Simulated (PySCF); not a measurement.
Molecule: SMILES C#C[C@H](N=C)C(F)F, C5H5F2N.

Geometry (Å), atoms numbered from 1 in this order:
```xyz
13

C     2.3706   -0.7882   -1.2436
C     1.3495   -0.4545   -0.7185
C     0.0946   -0.0646   -0.0934
N    -0.9833   -0.2438   -1.0349
C    -1.9291   -1.0137   -0.7630
C     0.1464    1.4317    0.2536
F    -0.9434    1.7783    0.9789
F     1.2172    1.7170    1.0270
H     3.2737   -1.0790   -1.6911
H    -0.0440   -0.6340    0.8454
H    -2.0176   -1.5885    0.1651
H    -2.7191   -1.1232   -1.4905
H     0.1802    2.0628   -0.6456
```

Frames of a GFN2-xTB Langevin trajectory at 200 K; GIAO PBE0/pcSseg-1 shieldings in PySCF 2.14, gas phase, non-relativistic; equivalent atoms averaged within each frame.

Chemical shifts δ = σref − σ; TMS for 13C (σ = 186.93 ppm) and 1H (σ = 31.72 ppm); 15N (σ = 267.73 ppm) against NH3; 19F (σ = 170.95 ppm) against CFCl3, all at this level. The references are static minima.

How do the shifts (ppm) fluctuate along the trajectory?

Answers


```
         time (fs)     C5     C6    C2    C1    C3     N4      F8      F7   H12   H11
optimised geometry  162.6  122.4  82.6  83.2  70.4  394.3  -141.6  -137.4  7.50  7.84
               250  163.0  120.9  88.2  81.6  67.3  384.0  -132.8  -140.7  8.01  7.92
               425  165.9  121.4  84.9  84.1  77.4  432.8  -140.0  -147.0  7.91  8.43
               625  158.9  119.3  85.6  81.9  68.5  403.9  -143.1  -149.4  8.02  8.08
               800  168.8  121.9  86.1  84.2  65.5  421.8  -135.9  -137.9  7.36  7.79
              1000  164.1  125.8  86.2  82.6  70.0  369.9  -127.4  -130.5  8.03  8.30
    mean of frames  164.1  121.9  86.2  82.9  69.8  402.5  -135.9  -141.1  7.86  8.10
standard deviation    3.7    2.4   1.2   1.2   4.6   25.9     6.1     7.5  0.29  0.26
```

5 frames give an uncertainty of the mean of about the standard deviation over 2.2 at best, since frames this close in time may not be independent; classical motion lacks zero-point vibration, and the reference would need the same averaging.
